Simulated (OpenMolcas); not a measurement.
## Ni VIII: effect of the basis set

```json
{
 "Program": "OpenMolcas 26.06",
 "Method": "MS-CASPT2, IPEA 0.25 Eh, imaginary shift 0.1 Eh (closed shells correlated: 3s 3p)",
 "Active space": "3 electrons in 5 orbitals (3d)",
 "State averaging": "2S+1 = 4 even, 10 roots; 2S+1 = 2 even, 40 roots",
 "Spin-orbit coupling": "RASSI with atomic mean-field integrals over the reference wave functions, term energies averaged over their components"
}
```

A. ANO-R1 [5s4p2d1f], X2C, finite nucleus; CASPT2 step of the order of 5 core-seconds
B. ANO-RCC-VTZP [6s5p3d2f1g], DKH2, point nucleus; CASPT2 step of the order of 14 core-seconds
C. ANO-L-VTZP [6s5p3d2f1g], non-relativistic, point nucleus; CASPT2 step of the order of 17 core-seconds
D. ANO-R2 [6s5p4d2f1g], X2C, finite nucleus; CASPT2 step roughly 9 core-seconds
E. ANO-RCC-VQZP [7s6p4d3f2g1h], DKH2, point nucleus; CASPT2 step about 40 core-seconds
F. ANO-R3 [7s5p5d3f2g1h], X2C, finite nucleus; CASPT2 step of the order of 16 core-seconds

Energies in cm⁻¹ above 3d³ ⁴F_3/2, the measured ground level; measured values from Corliss and Sugar, J. Phys. Chem. Ref. Data 10, 197 (1981).

```
        Level      A      B      C      D      E      F  Measured
   3d³ ⁴F_3/2    0.0    0.0    0.0    0.0    0.0    0.0       0.0
   3d³ ⁴F_5/2    965    989   1029    961    950    960      1012
   3d³ ⁴F_7/2   2240   2290   2380   2230   2210   2230      2184
   3d³ ⁴F_9/2   3760   3850   4000   3750   3710   3740      3721
   3d³ ⁴P_1/2  24500  24270  24620  24110  24200  23880     23261
   3d³ ⁴P_3/2  24750  24510  24870  24350  24440  24110     23710
   3d³ ⁴P_5/2  26020  25830  26250  25620  25700  25390     24669
   3d³ ²G_7/2  27070  26520  27010  26530  26320  25960          
   3d³ ²G_9/2  28310  27760  28290  27740  27520  27170          
   3d³ ²P_1/2  34730  34150  34700  34180  33970  33620          
3d³ ²D_5/2(1)  37620  37410  38020  37350  37110  36710          
   3d³ ²H_9/2  37970  36970  37680  37040  36780  36370          
  3d³ ²H_11/2  38820  37810  38550  37870  37600  37200          
   3d³ ²F_7/2  60270  59150  60110  59170  58840  58320          
   3d³ ²F_5/2  60780  59670  60640  59680  59350  58830          
3d³ ²D_5/2(2)  93450  92510  93910  92610  92100  91360          
3d³ ²D_3/2(2)  94070  93120  94540  93210  92690  91960
```

Deviations, from unrounded energies. A percentage is the sum of absolute deviations over the sum of measured energies, with the sign that they share, or ± where signs differ.

```json
{"Against measurement": "mean absolute deviation (cm-1)", "Levels": "6", "A": "630", "B": "540", "C": "770", "D": "430", "E": "470", "F": "310"}
{"Against measurement": "fine structure of the ground term (%)", "Levels": "3", "A": "±2.1", "B": "±3.7", "C": "+7.1", "D": "±1.8", "E": "±1.4", "F": "±1.6"}
{"Against measurement": "other terms of the ground configuration (%)", "Levels": "3", "A": "+5.1", "B": "+4.1", "C": "+5.7", "D": "+3.4", "E": "+3.8", "F": "+2.4"}
```

F lies closest to measurement on these levels and C furthest from it. The largest miss of F in the table is 3d³ ⁴P_5/2, by +720 cm-1. The ranking rests on the paired levels alone, and a cruder setting can come out closer through cancelling errors.

The two smallest mean deviations differ by little beside CASPT2's spread within terms, so their order carries little weight.

Among A to F the level of the table that moves most is 3d³ ²D_3/2(2), by 2600 cm-1 (lowest in F, highest in C). Moves below CASPT2's spread within the term are not significant.

Term energies are means over components that CASPT2 splits; among the terms shown or strongly mixed into the levels shown the widest spread is 930 cm-1 (3d³ ⁴F, D). The basis is small and was not contracted for so high a charge (holds for A). Computed and measured levels are paired by configuration, term and J; levels that our copy of the source lacks, or whose pairing is in doubt (as where it misses far off the trend of its configuration), stay unpaired and out of the deviations. Only configurations of the active space appear. The table leaves out levels that lie high or whose names do not pair safely across all columns.

A number in round brackets counts repeated terms of one configuration in the order of the reference energies.
